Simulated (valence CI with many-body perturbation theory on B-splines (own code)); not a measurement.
## Nb³⁶⁺: calculated level list

Computed by configuration interaction combined with many-body perturbation theory (CI+MBPT): three valence electrons over a frozen Dirac-Fock core [He], radial functions for each j: 11 s, 11 p, 10 d, 8 f, 5 g, 2 h, with the one-electron correlation potential Σ1 (screened to all orders), the two-electron term Σ2, the three-electron term Σ3, Breit, model QED; selected single and double excitations, second order for the rest, scaled by the run's own slope (own B-spline code, finite nucleus).

No measured spectrum was set against this ion. As an estimate, large intervals hold to a few tenths of a per cent, small ones and those within an open d or f shell to about a per cent.

Levels 1 to 45 of 211, with energies above the lowest level, (2s^2 2p1/2) J=1/2. "Leading %" is the weight of the configuration and term that name the level; weights of strongly mixed levels are sums over their largest components and can fall short. In the jj column 3d3/2^4 stands for four electrons in 3d with j = 3/2. Lifetimes count E1, E2, E3, M1 and M2 decay at the calculated energies, and are blank where another channel may lead or the interval is too uncertain; long ones can be off by a factor of two.

| No. | Configuration | Term | J | E (Ry) | Leading % | Lifetime | Second component | g | Leading jj |
| --- | --- | --- | --- | --- | --- | --- | --- | --- | --- |
| 1 | 2s2 2p | 2P° | 1/2 | 0.00 | 99 |  |  | 0.652 | 2s^2 2p1/2 (99 %) |
| 2 | 2s 2p2 | 4P | 1/2 | 7.85 | 73 | 355 ps | 20 % 2s 2p2 2S | 2.385 | 2s 2p1/2^2 (90 %) |
| 3 | 2s2 2p | 2P° | 3/2 | 7.91 | 98 | 172 ns |  | 1.323 | 2s^2 2p3/2 (98 %) |
| 4 | 2s 2p2 | 4P | 3/2 | 13.57 | 96 | 3.25 ns |  | 1.690 | 2s 2p1/2 2p3/2 (98 %) |
| 5 | 2s 2p2 | 4P | 5/2 | 15.20 | 58 | 574 ps | 42 % 2s 2p2 2D | 1.422 | 2s 2p1/2 2p3/2 (94 %) |
| 6 | 2s 2p2 | 2D | 3/2 | 17.99 | 76 | 9.82 ps | 23 % 2s 2p2 2P | 0.923 | 2s 2p1/2 2p3/2 (97 %) |
| 7 | 2s 2p2 | 2P | 1/2 | 18.42 | 74 | 5.82 ps | 18 % 2s 2p2 4P | 1.128 | 2s 2p1/2 2p3/2 (89 %) |
| 8 | 2s 2p2 | 2D | 5/2 | 22.89 | 58 | 40.3 ps | 42 % 2s 2p2 4P | 1.357 | 2s 2p3/2^2 (94 %) |
| 9 | 2s 2p2 | 2S | 1/2 | 26.77 | 71 | 7.00 ps | 20 % 2s 2p2 2P | 1.790 | 2s 2p3/2^2 (96 %) |
| 10 | 2s 2p2 | 2P | 3/2 | 26.86 | 75 | 4.41 ps | 21 % 2s 2p2 2D | 1.224 | 2s 2p3/2^2 (95 %) |
| 11 | 2p3 | 2P° | 3/2 | 26.91 | 39 | 8.09 ps | 38 % 2p3 4S° | 1.456 | 2p1/2^2 2p3/2 (96 %) |
| 12 | 2p3 | 2D° | 3/2 | 33.35 | 50 | 5.58 ps | 48 % 2p3 4S° | 1.382 | 2p1/2 2p3/2^2 (97 %) |
| 13 | 2p3 | 2D° | 5/2 | 34.44 | 100 | 7.08 ps |  | 1.189 | 2p1/2 2p3/2^2 (100 %) |
| 14 | 2p3 | 2P° | 1/2 | 36.53 | 99 | 4.37 ps |  | 0.652 | 2p1/2 2p3/2^2 (99 %) |
| 15 | 2p3 | 2P° | 3/2 | 43.15 | 58 | 3.82 ps | 28 % 2p3 2D° | 1.267 | 2p3/2^3 (98 %) |
| 16 | 2s2 3s | 2S | 1/2 | 206.20 | 96 | 50.1 fs |  | 1.997 | 2s^2 3s (96 %) |
| 17 | 2s2 3p | 2P° | 1/2 | 209.09 | 94 | 956 fs |  | 0.669 | 2s^2 3p1/2 (94 %) |
| 18 | 2s2 3p | 2P° | 3/2 | 211.27 | 86 | 385 fs | 6 % 2s 2p 3s 2P° | 1.351 | 2s^2 3p3/2 (86 %) |
| 19 | 2s 2p 3s | 4P° | 1/2 | 211.87 | 89 | 53.0 fs | 7 % 2s 2p 3s 2P° | 2.459 | 2s 2p1/2 3s (98 %) |
| 20 | 2s 2p 3s | 4P° | 3/2 | 212.95 | 68 | 49.3 fs | 21 % 2s 2p 3s 2P° | 1.597 | 2s 2p1/2 3s (84 %) |
| 21 | 2s 2p 3s | 2P° | 1/2 | 213.79 | 93 | 73.9 fs | 5 % 2s 2p 3s 4P° | 0.747 | 2s 2p1/2 3s (95 %) |
| 22 | 2s2 3d | 2D | 3/2 | 213.82 | 94 | 6.45 fs |  | 0.801 | 2s^2 3d3/2 (94 %) |
| 23 | 2s 2p 3p | 4D | 1/2 | 214.34 | 74 | 73.1 fs | 20 % 2s 2p 3p 2P | 0.238 | 2s 2p1/2 3p1/2 (99 %) |
| 24 | 2s2 3d | 2D | 5/2 | 214.52 | 96 | 7.35 fs |  | 1.197 | 2s^2 3d5/2 (96 %) |
| 25 | 2s 2p 3p | 4D | 3/2 | 215.29 | 52 | 79.4 fs | 20 % 2s 2p 3p 2P | 1.172 | 2s 2p1/2 3p1/2 (92 %) |
| 26 | 2s 2p 3p | 4P | 1/2 | 216.60 | 59 | 57.4 fs | 21 % 2s 2p 3p 2S | 2.119 | 2s 2p1/2 3p1/2 (94 %) |
| 27 | 2s 2p 3p | 4P | 3/2 | 217.15 | 29 | 54.7 fs | 24 % 2s 2p 3p 4D | 1.427 | 2s 2p1/2 3p3/2 (98 %) |
| 28 | 2s 2p 3p | 2P | 1/2 | 217.93 | 47 | 18.7 fs | 16 % 2s 2p 3p 4P | 1.195 | 2s 2p1/2 3p3/2 (89 %) |
| 29 | 2s 2p 3p | 4D | 5/2 | 218.07 | 61 | 523 fs | 21 % 2s 2p 3p 2D | 1.365 | 2s 2p1/2 3p3/2 (92 %) |
| 30 | 2s 2p 3p | 2D | 3/2 | 218.34 | 51 | 23.9 fs | 20 % 2s 2p 3p 4S | 1.237 | 2s 2p1/2 3p3/2 (95 %) |
| 31 | 2s 2p 3d | 4F° | 3/2 | 218.90 | 77 | 35.8 fs | 13 % 2s 2p 3d 2D° | 0.530 | 2s 2p1/2 3d3/2 (98 %) |
| 32 | 2s 2p 3s | 4P° | 5/2 | 219.57 | 76 | 15.8 fs | 9 % 2s 2p 3d 4P° | 1.536 | 2s 2p3/2 3s (76 %) |
| 33 | 2s 2p 3d | 4F° | 5/2 | 219.69 | 64 | 27.1 fs | 11 % 2s 2p 3d 4D° | 1.105 | 2s 2p1/2 3d3/2 (65 %) |
| 34 | 2s 2p 3d | 4P° | 5/2 | 220.38 | 33 | 12.4 fs | 20 % 2s 2p 3d 2D° | 1.370 | 2s 2p1/2 3d5/2 (63 %) |
| 35 | 2s 2p 3d | 4D° | 3/2 | 220.56 | 42 | 6.13 fs | 26 % 2s 2p 3d 4P° | 1.295 | 2s 2p1/2 3d3/2 (73 %) |
| 36 | 2s 2p 3d | 4D° | 1/2 | 220.57 | 67 | 4.72 fs | 23 % 2s 2p 3d 2P° | 0.355 | 2s 2p1/2 3d3/2 (92 %) |
| 37 | 2s 2p 3s | 2P° | 3/2 | 220.73 | 78 | 36.3 fs | 16 % 2s 2p 3s 4P° | 1.385 | 2s 2p3/2 3s (95 %) |
| 38 | 2s 2p 3d | 4F° | 7/2 | 220.89 | 51 | 9.45 fs | 27 % 2s 2p 3d 4D° | 1.262 | 2s 2p1/2 3d5/2 (93 %) |
| 39 | 2s 2p 3d | 2D° | 3/2 | 221.60 | 49 | 8.65 fs | 39 % 2s 2p 3d 2P° | 1.003 | 2s 2p1/2 3d5/2 (72 %) |
| 40 | 2s 2p 3d | 2F° | 5/2 | 221.69 | 63 | 8.87 fs | 13 % 2s 2p 3d 4P° | 1.034 | 2s 2p1/2 3d5/2 (86 %) |
| 41 | 2p2 3s | 4P | 1/2 | 222.75 | 55 | 64.6 fs | 20 % 2p2 3s 2S | 2.068 | 2p1/2^2 3s (91 %) |
| 42 | 2s 2p 3p | 4P | 3/2 | 222.92 | 50 | 70.4 fs | 20 % 2s 2p 3p 4S | 1.619 | 2s 2p3/2 3p1/2 (98 %) |
| 43 | 2s 2p 3p | 2D | 5/2 | 223.12 | 40 | 34.9 fs | 31 % 2s 2p 3p 4P | 1.363 | 2s 2p3/2 3p1/2 (96 %) |
| 44 | 2s 2p 3s | 2P° | 1/2 | 223.62 | 92 | 36.9 fs | 5 % 2s 2p 3s 4P° | 0.751 | 2s 2p3/2 3s (93 %) |
| 45 | 2s 2p 3s | 2P° | 3/2 | 223.80 | 87 | 72.4 fs | 10 % 2s 2p 3s 4P° | 1.358 | 2s 2p3/2 3s (93 %) |

The ionisation energy to 2s2 1S_0 of the next ion comes out as 5013.1 eV (NIST: 5011 ± 4 eV (semi-empirical)). All 211 levels together are meant to be complete up to 300.21 Ry.
